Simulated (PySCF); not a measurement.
**Trend along the fourth-period p block: MH molecules**

CCSD(T) with triple-zeta basis sets in PySCF, for the lowest determinant that a PBE0 search found; no spin–orbit coupling. De refers to high-spin ground-configuration atoms.

| M | basis | reference, frozen orbitals | state (unpaired electrons) | Re (Å) | ωe (cm⁻¹) | De (eV) |
| --- | --- | --- | --- | --- | --- | --- |
| Ga | x2c-TZVPPall | RHF, 9 | singlet (closed shell) | 1.660 | 1611 | 2.97 |
| Ge | def2-TZVPP | UHF, 9 | doublet (π ↑) | 1.592 | 1908 | 2.91 |
| As | def2-TZVPP | UHF, 9 | triplet (π ↑↑) | 1.527 | 2156 | 2.82 |
| Se | x2c-TZVPPall | UHF, 9 | doublet (π ↑) | 1.464 | 2418 | 3.30 |
| Br | def2-TZVPP | RHF, 9 | singlet (closed shell) | 1.415 | 2675 | 4.00 |

The shortest bond is that of HBr (1.415 Å), the longest that of GaH (1.660 Å).

The rows differ in basis set, which adds steps of its own.

The state changes along the series, so neighbouring rows are not always alike in their bonding.

Correlated steps freeze 9 core orbitals. Where the molecule has an RHF reference, its open-shell atoms are computed with UHF. States were picked by a PBE0 search and need not be the measured ground states.
